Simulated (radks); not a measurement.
Question: Neutral tantalum: order these configurations by energy. Calculated with a radial shooting solver on a logarithmic mesh with Libxc functionals: scalar-relativistic Kohn-Sham, PBE, spin-polarised, spherical densities, finite nucleus; Fermi nuclear charge, rms radius of each element as measured or else 0.836 A^(1/3) + 0.57 fm. Open shells are filled with parallel spins first. [Xe] 4f14 5d2 6s2 6p1; [Xe] 4f14 5d3 6s1 6p1; [Xe] 4f14 5d3 6s2; [Xe] 4f14 5d4 6s1.

Answer: From the lowest, in eV above it: [Xe] 4f14 5d3 6s2 0.000; [Xe] 4f14 5d4 6s1 0.227; [Xe] 4f14 5d3 6s1 6p1 2.663; [Xe] 4f14 5d2 6s2 6p1 3.309.
